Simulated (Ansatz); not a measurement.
`[F][GeH]1[CH2][GaH]1`, relaxed with RKS PBE0-D4/def2-TZVP in Ansatz 0.2.0 from a PBE-D4/def2-SVP geometry. The force threshold is 0.005 eV/Å; the program also tests the step.

Total charge 0; spin multiplicity 1.

Start:

```xyz
8

F    -2.139    0.750    0.924
Ge   -1.157   -0.334   -0.089
C     0.624    0.544   -0.522
Ga    0.988   -0.761    0.936
H    -2.063   -0.681   -1.316
H     0.880    1.622   -0.546
H     0.915    0.061   -1.486
H     1.951   -1.202    2.099
```

(1) By how much does the energy fall, and how many steps does the optimiser take? (Estimate.)

(2) Which bonds change most? (Estimate.)

(3) Give the relaxed structure. (Best estimate.)

Results:

(1) Computed: 4.59 kJ/mol, in 20 steps, 1 of them rejected.

(2) Ansatz gave: Ge2–C3 from 2.032 to 1.992 Å; Ge2–Ga4 from 2.416 to 2.385 Å; C3–H7 from 1.117 to 1.089 Å; F1–Ge2 from 1.779 to 1.753 Å.

(3) Ansatz gave: 
```xyz
8

F    -2.192    1.080    0.548
Ge   -1.166   -0.234    0.005
C     0.613    0.453   -0.571
Ga    0.947   -0.754    0.980
H    -1.986   -1.002   -1.051
H     0.764    1.489   -0.246
H     0.990    0.326   -1.585
H     2.029   -1.357    1.921
```
